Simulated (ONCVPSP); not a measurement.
Before and after: ONCV potential for vanadium

```json
{
 "Element": "V",
 "Generator": "ONCVPSP 4.0.1",
 "Type": "optimised norm-conserving Vanderbilt (ONCV)",
 "Functional": "PBEsol",
 "Relativity": "scalar-relativistic",
 "Frozen core": "[Ar]",
 "Valence charge": "5",
 "Reference configuration": "3d3 4s2",
 "Partial waves": "4s: rc 2.30 bohr, ncon 4, nbas 7, qcut 3.2 1/bohr, 2 projectors, debl 3.4 Ha; p scattering state at 0.1 Ha: rc 2.35 bohr, ncon 3, nbas 6, qcut 3.9 1/bohr, 1 projector; 3d: rc 1.15 bohr, ncon 3, nbas 7, qcut 9.4 1/bohr, 3 projectors, debl 3.3 Ha",
 "Local potential": "polynomial inside 1.00 bohr (lpopt 5, dvloc0 0 Ha)",
 "Core correction": "none"
}
```

All-electron outer shells of the reference configuration (PBEsol, scalar-relativistic, ld1.x):

| shell | level (eV) | outermost node (bohr) | outermost maximum (bohr) |
| --- | --- | --- | --- |
| 3p | -43.95 | 0.35 | 0.84 |
| 3d | -5.18 | – | 0.90 |
| 4s | -4.72 | 1.17 | 2.76 |

Change: functional PBE.

Cutoffs: the cutoffs (Ha) at which the residual kinetic energy of the hardest occupied pseudo-wave falls to 1 and 0.1 mHa per electron; they do not see the model core or the augmentation charge, which bear on the density cutoff. Errors are all-electron minus pseudo energies relative to the spin-unpolarised reference configuration.

Question: Predict the effect on cutoff, ghosts and configuration errors.

Answer: The potential gets neither clearly harder nor softer (45 Ha and 148 Ha → 45 Ha and 148 Ha); both files keep a bound ghost (p, s); of the 4 tests that both files solve, the error grows in 2 and shrinks in 0 by more than 15 % and 0.3 meV (median size 37.6 → 92.8 meV).

| quantity | base | changed |
| --- | --- | --- |
| cutoff, loose | 45 Ha | 45 Ha |
| cutoff, tight | 148 Ha | 148 Ha |
| loose cutoff by channel | s 3.2 Ha, d 45 Ha | s 3.1 Ha, d 45 Ha |
| bound ghosts | s, p | s, p |
| GHOST(+) flags under 300 eV | none | none |
| error for 3d3 4s1, meV [ΔE 7.75 → 7.74 eV] | -6.4 | +7.3 |
| error for 3d3 4s0, meV [ΔE 21.95 → 22.03 eV] | +49 | +161 |
| error for 3d2 4s0, meV [ΔE 50.80 → 50.93 eV] | +170 | +335 |
| error for 3d3.5 4s1.5, meV [ΔE 0.05 eV] | -26 | -25 |
| s: phases at 2.33 bohr within 0.05 rad from the reference energy up to (Ha; the scan ends near 5) | 3.7 | 3.7 |
| p: phases at 2.38 bohr within 0.05 rad from the reference energy up to (Ha; the scan ends near 5) | 1.9 | 1.9 |
| d: phases at 1.17 bohr within 0.05 rad from the reference energy up to (Ha; the scan ends near 5) | to the end of the scan | to the end of the scan |

 A true bound ghost makes a file unfit for plane-wave use even where its test errors are small: the radial tests pick states by their node count and pass the ghost by.
